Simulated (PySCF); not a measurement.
Compound: C4H5Br.
SMILES with atom numbers: `[CH2:1]=[C:2]=[CH:3][CH2:4][Br:5]` (hydrogens: H6, H7 on C1; H8 on C3; H9, H10 on C4)

Level of theory: PBE0-D3(BJ)/def2-SVP geometry optimisation, gas phase in PySCF.

(1) List the bond lengths, angles and torsions at this level.

## Answers

(1) 
| bond | length (Å) | order |
| --- | --- | --- |
| C1=C2 | 1.306 | double |
| C2=C3 | 1.312 | double |
| C3–C4 | 1.488 | single |
| C4–Br5 | 1.961 | single |
| C1–H6, C1–H7 | 1.095 | single |
| C3–H8 | 1.097 | single |
| C4–H9, C4–H10 | 1.097 | single |

Bonds in one row agree within 0.01 Å and their mean is given. Orders are formal, as drawn. A selection of angles:
| angle | degrees |
| --- | --- |
| C2–C1–H6 | 121.6 |
| H6–C1–H7 | 117.5 |
| C1–C2–C3 | 179.4 |
| C2–C3–C4 | 123.5 |
| C2–C3–H8 | 119.2 |
| C4–C3–H8 | 117.3 |
| C3–C4–Br5 | 111.5 |
| C3–C4–H9 | 112.1 |
| Br5–C4–H9 | 106.3 |
| H9–C4–H10 | 109.7 |

Torsions: C2–C3–C4–Br5 -116° (anticlinal). The mirror-image conformer, all signs reversed, is as good.

The C–C distances run from 1.306 Å (C1=C2, drawn double) to 1.488 Å (C3–C4, drawn single), a spread of 0.182 Å.

Point group: C1 (no symmetry element, even within 0.4 Å). No frequency check. One conformer, not necessarily the lowest.
